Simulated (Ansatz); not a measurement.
Reactions of `[CH3][Al]([F])[BH]O`.

Calculated with Ansatz (gas phase, PBE0-D4/def2-TZVP geometries, no zero-point term in ΔE). CCSD(T)/CBS is the MP2 limit (def2-TZVPP, def2-QZVPP) plus CCSD(T) − MP2 in def2-TZVPP, frozen cores. DFT in def2-TZVPP. For Ge outer-core shells are correlated without core-valence functions, which leaves a few kJ/mol of doubt a bond. Scalar relativity is left out up to krypton. One conformer a species, not always the lowest.

```json
{"reaction": "`[CH3][Al]([F])[BH]O` + `C[BH][AlH][F]` → `C[BH][Al]([CH3])[F]` + `O[BH][AlH][F]`", "CCSD(T)/CBS(def2) (kJ/mol)": "1"}
{"reaction": "`[CH3][Al]([F])[BH]O` + `O[CH2][GeH3]` → `[CH3][Al]([F])[GeH3]` + `OBCO`", "CCSD(T)/CBS(def2) (kJ/mol)": "-103"}
{"reaction": "`[CH3][Al]([F])[BH]O` + `N#CN[SiH2]O` → `OBN[SiH2]O` + `[CH3][Al]([F])[C]#N`", "CCSD(T)/CBS(def2) (kJ/mol)": "?"}
{"reaction": "`[CH3][Al]([F])[BH]O` + `COC(C)C` → `CC(C)[O][Al]([CH3])[F]` + `CBO`", "CCSD(T)/CBS(def2) (kJ/mol)": "-276"}
```

Problem. Fill in the missing values. (An estimate is asked.)

Solution. Computed: `[CH3][Al]([F])[BH]O` + `N#CN[SiH2]O` → `OBN[SiH2]O` + `[CH3][Al]([F])[C]#N`: -260.9 kJ/mol.

Largest T1 diagnostic: 0.014, for `O[BH][AlH][F]`.
